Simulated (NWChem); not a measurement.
System: CrH2SO3; SMILES [Cr]([SH])([OH])(=[O])=[O]

Here is an NWChem input.

```
start job
memory heap 200 mb stack 900 mb global 1100 mb
geometry units angstroms noautoz
  Cr     0.048185     0.364891     0.104002
  O      0.939552     0.668450     1.351710
  O      0.681134     0.875015    -1.230127
  O     -1.536213     1.061352     0.371106
  H     -2.013802     1.275931    -0.457608
  S     -0.081081    -1.829307    -0.171184
  H     -0.204490    -2.051325     1.171084
end
basis spherical
  * library 6-31g*
end
dft
  xc r2scan
  iterations 150
  mulliken
end
task dft energy
```

NWChem printed, in part:

```
             Northwest Computational Chemistry Package (NWChem) 7.3.0
             --------------------------------------------------------

 C1  symmetry detected

                             Geometry "geometry" -> ""
                             -------------------------

 Output coordinates in angstroms (scale by  1.889725989 to convert to a.u.)

  No.       Tag          Charge          X              Y              Z
 ---- ---------------- ---------- -------------- -------------- --------------
    1 Cr                  24.0000     0.08605908     0.37085984    -0.00411334
    2 O                    8.0000     0.92546886     0.79625984     1.24403910
    3 O                    8.0000     0.80366924     0.69274026    -1.35399473
    4 O                    8.0000    -1.48155377     1.14562898     0.09097720
    5 H                    1.0000    -1.90878213     1.27222366    -0.78215052
    6 S                   16.0000    -0.11405632    -1.83519612    -0.01870191
    7 H                    1.0000    -0.31240949    -1.88675461     1.33192865

 Effective nuclear repulsion energy (a.u.)     412.4357843286

                                 NWChem DFT Module
                                 -----------------

 Summary of "ao basis" -> "ao basis" (spherical)
 ------------------------------------------------------------------------------
       Tag                 Description            Shells   Functions and Types
 ---------------- ------------------------------  ------  ---------------------
 Cr                          6-31g*                 12       34   5s4p2d1f
 O                           6-31g*                  6       14   3s2p1d
 H                           6-31g*                  2        2   2s
 S                           6-31g*                  8       18   4s3p1d

            General Information
            -------------------
          SCF calculation type: DFT
          Wavefunction type:  closed shell.
          No. of atoms     :     7
          No. of electrons :    66
           Alpha electrons :    33
            Beta electrons :    33
          Charge           :     0
          Spin multiplicity:     1
          Use of symmetry is: off; symmetry adaption is: off
          Maximum number of iterations: 150
          AO basis - number of functions:    98
                     number of shells:    42
          Convergence on energy requested:  1.00D-06
          Convergence on density requested:  1.00D-05
          Convergence on gradient requested:  5.00D-04

              XC Information
              --------------
                      r^2SCAN Method XC Functional
               r^2SCAN metaGGA Exchange Functional  1.000
                     r^2SCAN Correlation Potential  1.000

             Grid Information
             ----------------
          Grid used for XC integration:  medium
          Radial quadrature: Mura-Knowles
          Angular quadrature: Lebedev.
          Tag              B.-S. Rad. Rad. Pts. Rad. Cut. Ang. Pts.
          ---              ---------- --------- --------- ---------
          Cr                  1.40      112           9.0       590
          O                   0.60       49          10.0       434
          H                   0.35       45          10.0       434
          S                   1.00       88          10.0       590
          Grid pruning is: on
          Number of quadrature shells:   437
          Spatial weights used:  Erf1

      Superposition of Atomic Density Guess
      -------------------------------------

 Sum of atomic energies:       -1665.78726100

      Non-variational initial energy
      ------------------------------

 Total energy =   -1665.834139
 1-e energy   =   -3115.886017
 2-e energy   =    1037.616093
 HOMO         =      -0.339704
 LUMO         =      -0.035024

     ---------------------------------------------
      Total Density - Mulliken Population Analysis
     ---------------------------------------------

    Atom       Charge   Shell Charges
 -----------   ------   -------------------------------------------------------
    1 Cr  24    20.46   2.00  2.00  6.00  2.00  5.99  0.25  0.29  0.06  0.05  0.74  1.03  0.04
    2 O    8     9.28   2.00  0.99  3.28  0.98  2.02  0.01
    3 O    8     9.27   2.00  0.99  3.28  0.98  2.02  0.01
    4 O    8     9.17   2.00  0.94  3.18  0.95  2.09  0.01
    5 H    1     0.43   0.34  0.09
    6 S   16    16.68   2.00  2.00  5.98  1.33  3.23  0.53  1.58  0.02
    7 H    1     0.73   0.38  0.34

   convergence    iter        energy       DeltaE   RMS-Dens  Diis-err
 ---------------- ----- ----------------- --------- --------- ---------
 d= 0,ls=0.0,diis     1  -1667.7947685338 -2.08D+03  6.16D-02  1.27D+01
 d= 0,ls=0.0,diis     2  -1645.3158550454  2.25D+01  4.76D-02  1.67D+02
 d= 0,ls=0.0,diis     3  -1659.0192080109 -1.37D+01  3.98D-02  1.07D+02
 d= 0,ls=0.0,diis     4  -1657.6049484723  1.41D+00  2.18D-02  1.15D+02
 d= 0,ls=0.5,diis     5  -1658.5133031912 -9.08D-01  1.79D-03  1.19D+02
 d= 0,ls=0.5,diis     6  -1658.3533056584  1.60D-01  1.83D-03  1.21D+02
 d= 0,ls=0.5,diis     7  -1658.2967346148  5.66D-02  2.40D-03  1.21D+02
 d= 0,ls=0.5,diis     8  -1658.9084161409 -6.12D-01  2.45D-03  1.17D+02
 d= 0,ls=0.5,diis     9  -1660.0096363622 -1.10D+00  2.15D-03  1.08D+02
 d= 0,ls=0.5,diis    10  -1660.6842163676 -6.75D-01  1.26D-03  1.03D+02
 d= 0,ls=0.5,diis    11  -1661.1437340471 -4.60D-01  4.64D-02  9.89D+01
 d= 0,ls=0.5,diis    12  -1665.1585714484 -4.01D+00  2.30D-02  4.06D+01
 d= 0,ls=0.5,diis    13  -1668.7365762578 -3.58D+00  9.32D-03  6.22D+00
 d= 0,ls=0.5,diis    14  -1669.3282979682 -5.92D-01  3.83D-03  3.75D-01
  Resetting Diis
 d= 0,ls=0.5,diis    15  -1669.3354638577 -7.17D-03  1.37D-03  5.25D-01
 d= 0,ls=0.5,diis    16  -1669.3155431408  1.99D-02  8.07D-03  8.17D-01
 d= 0,ls=0.5,diis    17  -1669.0762699756  2.39D-01  3.24D-03  3.78D+00
 d= 0,ls=0.5,diis    18  -1669.2831163115 -2.07D-01  1.51D-03  1.10D+00
 d= 0,ls=0.5,diis    19  -1669.3488657732 -6.57D-02  7.50D-04  3.03D-01
 d= 0,ls=0.5,diis    20  -1669.3662974895 -1.74D-02  4.19D-04  9.61D-02
 d= 0,ls=0.5,diis    21  -1669.3713204964 -5.02D-03  2.51D-04  3.89D-02
 d= 0,ls=0.5,diis    22  -1669.3731704071 -1.85D-03  1.54D-04  1.80D-02
 d= 0,ls=0.5,diis    23  -1669.3738956277 -7.25D-04  1.08D-04  9.79D-03
 d= 0,ls=0.5,diis    24  -1669.3742671635 -3.72D-04  8.32D-05  5.54D-03
 d= 0,ls=0.5,diis    25  -1669.3744834935 -2.16D-04  6.57D-05  3.07D-03
 d= 0,ls=0.5,diis    26  -1669.3746140401 -1.31D-04  5.17D-05  1.56D-03
 d= 0,ls=0.5,diis    27  -1669.3746882865 -7.42D-05  4.01D-05  7.10D-04
 d= 0,ls=0.5,diis    28  -1669.3747260587 -3.78D-05  2.89D-05  2.88D-04
 d= 0,ls=0.5,diis    29  -1669.3747422969 -1.62D-05  2.13D-05  1.17D-04
 d= 0,ls=0.5,diis    30  -1669.3747493054 -7.01D-06  1.53D-05  5.04D-05
 d= 0,ls=0.5,diis    31  -1669.3747521539 -2.85D-06  1.16D-05  2.65D-05
 d= 0,ls=0.5,diis    32  -1669.3747535810 -1.43D-06  9.22D-06  1.58D-05
 d= 0,ls=0.5,diis    33  -1669.3747544328 -8.52D-07  7.21D-06  9.64D-06

         Total DFT energy =    -1669.374754938054
      One electron energy =    -3117.696024115375
           Coulomb energy =     1136.321822735283
    Exchange-Corr. energy =     -100.436337886564
 Nuclear repulsion energy =      412.435784328603

 Numeric. integr. density =       65.999996287208

                       DFT Final Molecular Orbital Analysis
                       ------------------------------------

 Vector   31  Occ=2.000000D+00  E=-3.252510D-01
              MO Center=  8.3D-02, -1.3D+00, -6.0D-02, r^2= 2.9D+00
   Bfn.  Coefficient  Atom+Function         Bfn.  Coefficient  Atom+Function
  ----- ------------  ---------------      ----- ------------  ---------------
    86      0.538215  6 S  py                90      0.228714  6 S  py
    82     -0.206383  6 S  py                10     -0.187076  1 Cr s
    87      0.168224  6 S  pz                84     -0.167070  6 S  s
    22     -0.156587  1 Cr d  2              88     -0.156718  6 S  s
    38     -0.151004  2 O  py                52     -0.151196  3 O  py

 Vector   32  Occ=2.000000D+00  E=-3.044917D-01
              MO Center=  7.5D-01,  7.0D-01,  5.9D-02, r^2= 2.6D+00
   Bfn.  Coefficient  Atom+Function         Bfn.  Coefficient  Atom+Function
  ----- ------------  ---------------      ----- ------------  ---------------
    37      0.433294  2 O  px                51     -0.376864  3 O  px
    41      0.304835  2 O  px                55     -0.266746  3 O  px
    52     -0.214693  3 O  py                39     -0.160166  2 O  pz
    56     -0.151895  3 O  py                 9      0.125061  1 Cr pz
    38      0.125339  2 O  py                43     -0.107783  2 O  pz

 Vector   33  Occ=2.000000D+00  E=-2.661763D-01
              MO Center= -1.7D-01, -1.2D+00,  3.6D-02, r^2= 2.9D+00
   Bfn.  Coefficient  Atom+Function         Bfn.  Coefficient  Atom+Function
  ----- ------------  ---------------      ----- ------------  ---------------
    85      0.622516  6 S  px                89      0.357438  6 S  px
    81     -0.236247  6 S  px                66     -0.196520  4 O  py
    70     -0.153172  4 O  py                38      0.141587  2 O  py
    65     -0.109507  4 O  px                42      0.101121  2 O  py
    87      0.093360  6 S  pz                52      0.089072  3 O  py

 Vector   34  Occ=0.000000D+00  E=-1.758227D-01
              MO Center=  1.4D-02,  2.6D-01, -2.0D-02, r^2= 1.9D+00
   Bfn.  Coefficient  Atom+Function         Bfn.  Coefficient  Atom+Function
  ----- ------------  ---------------      ----- ------------  ---------------
    18      0.523219  1 Cr d -2              22      0.307945  1 Cr d  2
    23      0.291384  1 Cr d -2              85      0.234908  6 S  px
    66      0.177417  4 O  py                27      0.171176  1 Cr d  2
    39      0.163679  2 O  pz                89      0.157840  6 S  px
    53     -0.156343  3 O  pz                65      0.150592  4 O  px

[...]
```

Level: r2SCAN/6-31G* (spherical d). The geometry was optimised at PBE-D3(BJ)/def2-SVP.
